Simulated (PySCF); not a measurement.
Start geometry of C8H24S4Sn4 (cyclo-(Me2SnS)4) from a GFN2-xTB structure with every atom displaced at random (by about 0.03 Å) (Å):
```
atom  x, y, z in Å
Sn1    0.1240   -2.3590    1.4070
C2     0.0272   -4.4763    1.0809
C3     0.1940   -1.5663    3.4442
S4    -1.9247   -1.3595    0.5635
Sn5   -1.7648   -0.9427   -1.8342
C6    -3.8363   -0.5839   -2.4956
C7    -0.5591   -2.4898   -2.8313
S8    -0.4838    1.1560   -2.1599
Sn9   -0.8505    2.5519   -0.1214
C10   -0.0954    4.4960   -0.7869
C11   -2.9435    2.4252    0.5970
S12    0.6030    1.7791    1.6445
Sn13   2.4167    0.7062    0.5784
C14    3.1235    1.6879   -1.2166
C15    3.9465    0.4635    2.2479
S16    1.8912   -1.5306   -0.0208
H17   -0.9438   -4.8114    1.2760
H18    0.3103   -4.6754    0.0868
H19    0.7409   -4.9345    1.7837
H20    1.0764   -1.9682    3.9186
H21    0.2705   -0.4733    3.4379
H22   -0.5965   -1.9355    4.0015
H23   -4.3694   -0.0309   -1.7973
H24   -4.2965   -1.5521   -2.6888
H25   -3.7573   -0.0618   -3.3965
H26    0.3549   -2.5269   -2.3599
H27   -0.4808   -2.2541   -3.8216
H28   -1.1030   -3.4001   -2.7225
H29   -0.8950    5.0510   -1.2647
H30    0.2829    5.0664    0.0022
H31    0.6731    4.3670   -1.5546
H32   -3.5590    2.7645   -0.2603
H33   -3.1582    1.4388    0.8340
H34   -2.9979    3.0419    1.4658
H35    4.0026    1.1521   -1.6748
H36    3.4816    2.6873   -0.9725
H37    2.3599    1.7736   -1.9046
H38    4.6717   -0.3892    2.0153
H39    3.4295    0.3302    3.1170
H40    4.5627    1.4461    2.2756
```

Question: What comes out of this run: PySCF, PBE0-D3(BJ)/def2-SVP geometry optimisation, gas phase, def2 core potentials past Kr?

Answer: 
```
atom  x, y, z in Å
Sn1    0.022   -2.260    1.269
C2    -0.317   -4.346    0.888
C3     0.525   -1.781    3.293
S4    -2.046   -1.080    0.759
Sn5   -1.877   -0.721   -1.632
C6    -3.878   -0.188   -2.199
C7    -1.075   -2.403   -2.687
S8    -0.443    1.192   -2.104
Sn9   -0.649    2.525   -0.093
C10    0.164    4.419   -0.692
C11   -2.652    2.599    0.661
S12    0.770    1.646    1.680
Sn13   2.522    0.499    0.465
C14    3.204    1.568   -1.260
C15    4.007    0.131    1.970
S16    1.757   -1.675   -0.316
H17   -1.274   -4.648    1.334
H18   -0.354   -4.512   -0.197
H19    0.499   -4.945    1.318
H20    1.523   -2.177    3.529
H21    0.513   -0.688    3.401
H22   -0.217   -2.231    3.968
H23   -4.272    0.547   -1.483
H24   -4.519   -1.081   -2.190
H25   -3.869    0.253   -3.205
H26   -0.006   -2.486   -2.449
H27   -1.205   -2.250   -3.768
H28   -1.606   -3.315   -2.379
H29   -0.571    4.966   -1.298
H30    0.424    5.007    0.199
H31    1.069    4.244   -1.291
H32   -3.340    2.846   -0.160
H33   -2.899    1.616    1.082
H34   -2.720    3.369    1.443
H35    4.113    1.089   -1.650
H36    3.425    2.609   -0.986
H37    2.410    1.534   -2.019
H38    4.698   -0.646    1.617
H39    3.507   -0.216    2.885
H40    4.564    1.053    2.189
```

The energy falls by 1.572 eV over 15 energy and gradient evaluations, the largest force component goes from 0.0816 to 1.9e-04 Eh/bohr, and the atoms move by 0.236 Å rms after alignment. The bond that changes most is Sn13–C15 (ends: tin bonded to 2 C and 2 S; carbon bonded to Sn and 3 H), which shortens by 0.131 Å. Bonds longer at the end by more than 0.005 Å: 20 of 40; shorter: 14. Among the angles that change most is Sn1–S4–Sn5, from 110.9° to 102.7°. Among the dihedrals that turn most is S16–Sn1–C3–H21, from 51° to 70°. Rotational constants go from 140.0, 136.2, 90.3 to 145.1, 145.0, 94.5 MHz. The orientation of the end geometry is arbitrary; only internal coordinates are fixed.

The run used 408 basis functions and 105 SCF cycles in all. On 2 threads, AMD EPYC 9R45 (x86_64), no GPU, on a shared host, this took 21 min wall, 45 min CPU and 4.5 GiB of memory at its peak.

Not checked by PBE0-D3(BJ)/def2-SVP frequencies. One conformer, not necessarily the lowest.
